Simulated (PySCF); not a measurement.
SMILES [GeH3][SiH2][Si](F)(F)F (PBE0/def2-SVP optimised geometry):

```
11

Si     1.862     0.853    -2.034
F      2.083    -0.280    -3.154
F      0.730     1.846    -2.608
F      3.224     1.701    -1.957
Si     1.175    -0.038     0.000
Ge    -1.212    -0.038     0.000
H      1.711     0.831     1.090
H      1.739    -1.415     0.129
H     -1.722    -0.754    -1.262
H     -1.739    -0.765     1.248
H     -1.714     1.415     0.000
```

Calculation: PBE0/def2-TZVP (PySCF).

What are the frontier orbital energies and the dipole moment?

HOMO-2 -9.88 eV, HOMO-1 -9.44 eV, HOMO -8.66 eV, LUMO -0.76 eV, LUMO+1 -0.60 eV; dipole moment 2.57 D.

On the same geometry PBE/def2-TZVP (PySCF) gives HOMO-2 -8.57 eV, HOMO-1 -8.14 eV, HOMO -7.53 eV, LUMO -1.56 eV, LUMO+1 -1.42 eV; dipole moment 2.42 D.

Meta-Löwdin charges at PBE0/def2-TZVP: Si1 1.46, F2 -0.49, F3 -0.49, F4 -0.49, Si5 0.07, Ge6 0.13, H7 -0.04, H8 -0.04, H9 -0.03, H10 -0.04, H11 -0.03.
